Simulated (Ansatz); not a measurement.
A nudged elastic band was laid between two geometries of C$_{2}$H$_{6}$OSn (10 atoms, charge 0, multiplicity 1).

Level of theory: RKS r2SCAN/def2-SVP in Ansatz.

```json
{
  "movable images": "7",
  "climbing image": "yes",
  "spring": "5.0 eV/Å²",
  "optimiser": "quadratic models (default)",
  "start path": "through a guess of the saddle point",
  "force threshold": "0.05 eV/Å",
  "iteration limit": "60",
  "end points": "relaxed"
}
```

Image 0:

```xyz
10
Properties=species:S:1:pos:R:3
C -0.810 0.737 -0.495
C -0.550 -0.777 -0.295
Sn 1.274 -0.195 0.735
O 0.277 1.457 0.092
H -0.891 0.984 -1.573
H -1.766 1.037 -0.022
H -1.286 -1.302 0.332
H -0.386 -1.351 -1.219
H 1.404 -0.271 2.448
H 2.818 -0.370 -0.001
```

Image 8:

```xyz
10
Properties=species:S:1:pos:R:3
C -1.014 0.240 -0.346
C -1.433 -1.015 -0.490
Sn 2.175 -0.575 0.605
O 0.316 0.586 -0.480
H 0.455 1.519 -0.265
H -1.678 1.082 -0.123
H -2.495 -1.239 -0.383
H -0.737 -1.830 -0.710
H 1.524 0.226 2.067
H 2.970 0.956 0.128
```

Question: Which bonds break or form, and what moves?

Answer: Bonds broken: C1–H5, C2–Sn3. Bonds formed: O4–H5.

Question: What energy profile does the band end with?

Answer: The run converged. The highest image is number 3 of 0 to 8, 2.89 eV above the first end and 2.54 eV above the last; the last end lies 0.35 eV above the first. Neighbouring images differ by up to 2.2 eV, so the band resolves the path poorly. A vibrational analysis at the climbing image gives one clearly imaginary mode, 1364i cm⁻¹: a first-order saddle point. The orbitals stay closed-shell, which can raise the energy where a bond breaks towards radicals; this wasn't checked here.

```csv
image,path coordinate (Å),energy (eV),C1–H5 (Å),C2–Sn3 (Å),O4–H5 (Å)
0,0.00,0.00,1.11,2.17,2.09
1,1.75,0.64,1.10,2.37,2.07
2,3.50,2.10,1.13,3.47,2.00
3,5.25,2.89,1.21,4.30,1.41
4,5.97,0.73,1.77,4.39,0.97
5,6.69,0.41,1.94,4.33,0.97
6,7.41,0.37,1.95,4.11,0.97
7,8.14,0.36,1.95,3.91,0.97
8,8.86,0.35,1.95,3.80,0.97
```

Question: What is the geometry of the highest image?

Answer: 
```xyz
10
Properties=species:S:1:pos:R:3:forces:R:3
C -0.584 -0.016 -0.191 -0.01 0.01 0.02
C -1.596 -0.757 -0.765 0.00 -0.01 -0.01
Sn 2.243 -0.238 1.106 0.00 0.00 0.00
O 0.770 -0.186 -0.526 0.00 0.00 0.00
H -0.165 0.742 -1.030 0.00 0.00 -0.01
H -0.770 0.575 0.729 0.00 0.00 0.00
H -2.634 -0.543 -0.502 0.00 0.00 0.00
H -1.377 -1.483 -1.553 0.00 0.00 0.00
H 1.093 0.634 2.161 0.00 0.00 0.00
H 3.104 1.219 0.574 0.00 0.00 0.00
```

The band took 40 iterations and about 12 core-minutes.

Time of the run: 6.4 min on 2 threads of Intel(R) Xeon(R) Platinum 8488C (Sapphire Rapids), on a shared host, peak memory 0.22 GiB.
